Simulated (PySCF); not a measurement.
# Reading the logs of faulty runs: AlBCH5O

Calculated results; nothing here was measured. The program is PySCF 2.14.0, an open-source quantum chemistry code, run on an isolated molecule that a program drew, which may never have been made. The molecule is AlBCH5O (charge 0, doublet), drawn as the SMILES string `B[C](O)[AlH2]`.

Each row is a Hartree-Fock (HF) and frozen-core CCSD(T) single point in the cc-pV(D+d)Z basis, meant for a local HF minimum. Run 1 is clean. Each other run has one planted mistake out of seven kinds, and not every kind appears here: one electron removed, one electron added, multiplicity raised by two, geometry at a saddle point, minimal basis STO-3G, one bond length entered in bohr, all coordinates scaled. The reference is restricted for singlets and unrestricted otherwise, and also for a bond in bohr. Adding or removing an electron swaps singlet and doublet. Electrons count all cores. HOMO and LUMO are orbital energies over both spins, the gradient is its largest component, and the lowest frequency (negative if imaginary) is given only where the gradient is small. Bond lengths are over the 8 bonds as drawn. T1 is the CCSD diagnostic: over 0.02 (restricted) or 0.045 (unrestricted) a single reference is doubtful.

Geometry of the clean run:
```xyz
9
AlBCH5O, angstrom
B    -2.0422    1.9223    0.4033
C    -0.5714    1.8600   -0.0539
O     0.2568    2.7252    0.5757
Al    0.1014    0.6384   -1.4360
H    -2.3940    2.6897    1.2565
H    -2.8420    1.1857   -0.1093
H     1.1463    2.6481    0.2616
H     1.6524    0.7323   -1.7556
H    -0.8575   -0.3686   -2.1733
```

| run | electrons | basis functions | <S^2> | HOMO (eV) | LUMO (eV) | gradient (hartree/bohr) | lowest frequency (cm^-1) | mean bond (Å) | longest bond (Å) | T1 | HF (hartree) | CCSD(T) (hartree) | mistake |
|---|---|---|---|---|---|---|---|---|---|---|---|---|---|
| 1 | 37 | 90 | 0.756 | -9.12 | 0.35 | 1.6e-05 | 173 | 1.4209 | 1.963 | 0.0208 | -382.18979 | -382.70317 | no fault |
| 2 | 38 | 90 | 0.000 | -1.31 | 6.10 | 4.0e-02 | - | 1.4209 | 1.963 | 0.0153 | -382.19474 | -382.75256 | one electron added |
| 3 | 37 | 29 | 0.756 | -6.41 | 5.49 | 5.3e-02 | - | 1.4209 | 1.963 | 0.0267 | -377.47296 | -377.67363 | minimal basis STO-3G |
| 4 | 37 | 90 | 0.760 | -9.30 | 0.23 | 7.6e-02 | - | 1.5587 | 2.154 | 0.0268 | -382.12985 | -382.65779 | all coordinates scaled |
| 5 | 37 | 90 | 3.771 | -4.97 | -2.24 | 9.5e-02 | - | 1.4209 | 1.963 | 0.0405 | -382.01282 | -382.52885 | ? |

**Which mistake was planted in run 5, and what did it cost?**

Electrons, basis and geometry are unchanged, and <S^2> is 3.771, beside S(S+1) = 3.75 for a multiplicity of 4. So the mistake is: multiplicity raised by two. Subtracting run 1 and multiplying by 627.51 kcal/mol a hartree, the energy moved by 111.1 kcal/mol in HF and 109.4 kcal/mol in CCSD(T).

